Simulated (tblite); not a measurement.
Compound: C4H5F3OSi.
Atom-mapped SMILES: `[F:1][C:2]([F:3])=[C:4]([F:5])/[CH:6]=[CH:7]\[O:8][SiH3:9]` (hydrogens: H10 on C6; H11 on C7; H12, H13, H14 on Si9)

Computed with GFN2-xTB (tblite), gas phase: L-BFGS steps from a force-field or distance-geometry start until the largest atomic force falls under 0.01 eV/Å.

At the end of the run (lengths in Å): C7–O8 1.324, Si9–H13 1.449, O8–Si9 1.637, Si9–H14 1.464, F1–C2 1.326, C4–F5 1.345, Si9–H12 1.464, C7–O8–Si9 134.1°, F1–C2–F3 110.7°, F1–C2–C4 126.0°, F3–C2–C4 123.2°, F1–C2–C4–F5 0°, C2–C4–C6–C7 180°, C4–C6–C7–O8 0°.

Question: These geometries were met on the way; a selection of coordinates is given. Order them by energy above the end point, lowest first.
A. C7–O8 1.327, Si9–H13 1.446, O8–Si9 1.645, Si9–H14 1.465, F1–C2 1.326, C4–F5 1.345, Si9–H12 1.465, C7–O8–Si9 127.1°, F1–C2–F3 110.9°, F1–C2–C4 126.1°, F3–C2–C4 123.0°, F1–C2–C4–F5 0°, C2–C4–C6–C7 180°, C4–C6–C7–O8 0°
B. C7–O8 1.380, Si9–H13 1.489, O8–Si9 1.661, Si9–H14 1.489, F1–C2 1.349, C4–F5 1.365, Si9–H12 1.482, C7–O8–Si9 121.2°, F1–C2–F3 120.3°, F1–C2–C4 119.2°, F3–C2–C4 120.5°, F1–C2–C4–F5 0°, C2–C4–C6–C7 180°, C4–C6–C7–O8 1°
C. C7–O8 1.327, Si9–H13 1.449, O8–Si9 1.650, Si9–H14 1.471, F1–C2 1.327, C4–F5 1.343, Si9–H12 1.473, C7–O8–Si9 126.1°, F1–C2–F3 110.1°, F1–C2–C4 126.2°, F3–C2–C4 123.6°, F1–C2–C4–F5 0°, C2–C4–C6–C7 180°, C4–C6–C7–O8 0°
D. C7–O8 1.336, Si9–H13 1.447, O8–Si9 1.644, Si9–H14 1.455, F1–C2 1.325, C4–F5 1.346, Si9–H12 1.454, C7–O8–Si9 124.9°, F1–C2–F3 110.5°, F1–C2–C4 125.5°, F3–C2–C4 124.0°, F1–C2–C4–F5 0°, C2–C4–C6–C7 180°, C4–C6–C7–O8 0°
E. C7–O8 1.323, Si9–H13 1.452, O8–Si9 1.667, Si9–H14 1.471, F1–C2 1.326, C4–F5 1.337, Si9–H12 1.472, C7–O8–Si9 124.3°, F1–C2–F3 115.6°, F1–C2–C4 122.7°, F3–C2–C4 121.7°, F1–C2–C4–F5 0°, C2–C4–C6–C7 180°, C4–C6–C7–O8 0°

Answer: A (0.025 eV), C (0.044 eV), D (0.076 eV), E (0.135 eV), B (0.300 eV).

```
step  E above end (eV)  rms distance from the end, all atoms (Å)  largest force (eV/Å)  rms shift of all bonds from the end (Å)
  16             0.025                                     0.133                 0.128                                    0.003
  10             0.044                                     0.157                 0.175                                    0.005
   5             0.076                                     0.176                 0.294                                    0.006
   2             0.135                                     0.185                 0.745                                    0.010
   0             0.300                                     0.192                 1.487                                    0.024
```

Rows stand in the order of the answer.
